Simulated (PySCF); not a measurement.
# Unknown compound

Molecular formula: C6H12OSi2. Simulated spectra:

1H NMR (300 MHz, computed): δ 5.39 (m, 1H), 5.29 (m, 1H), 5.27 (m, 1H), 5.06 (m, 1H), 4.88 (m, 1H), 2.74 (m, 1H), 2.63 (m, 1H), 2.60 (m, 1H), 2.40 (m, 1H), 1.84 (s, 3H).

13C{1H} NMR (computed): δ 148.9 (C), 128.0 (CH), 47.8 (CH), 41.8 (CH2), 32.3 (CH), 20.3 (CH3).

- GFN2-xTB geometry
- GIAO PBE0/pcSseg-1 shieldings
- code: PySCF
- averaged over atoms made equivalent by symmetry, fast rotation or ring inversion, one computed conformer, relativity neglected, no solvent

δ = σ(ref) − σ, references computed at the same level: 1H and 13C against TMS.

Q: Deduce the structure.

A: 
Rings plus π bonds: 3 (2 rings in the answer). 6 carbon signals for 6 carbons: no two carbons are equivalent. Carbon types of the structure: 1 × C, 3 × CH, 1 × CH2, 1 × CH3, leaving 4 H on heteroatoms. δC 148.9: fully substituted alkene carbon; the olefinic region. δC 128.0: alkene CH; the olefinic region. δC 20.3: allylic methyl carbon; aliphatic region, no heteroatom directly attached. δH 5.39: hydrogen on an alkene CH; attached to an sp2 carbon and in the plane of the double bond. δH 2.74, 2.60: hydrogen on an allylic sp3 CH2; allylic position. δH 2.63: hydrogen on an allylic sp3 CH bonded to Si; allylic position. δH 1.84: hydrogen on an allylic methyl carbon; allylic position.

These data were computed for SMILES C1C=C(C)[C@@H]2[C@H]1[SiH2]O[SiH2]2.

This is the structure that produced the data.

Shifts are as computed. Against solution values, carbons near 30 ppm lie about +3 ppm off and those near 130 ppm about +5 ppm. Of 1211 compounds with measured shifts, 218 miss one by over three times the rms of a fit or turn the order of signals round; such compounds aren't used in these exercises. No couplings were computed; multiplicities are counted from neighbouring protons, with m where these are inequivalent, close in shift, in a saturated or five-membered ring or joined by F or P, and br s for small geminal =CH2 splittings.
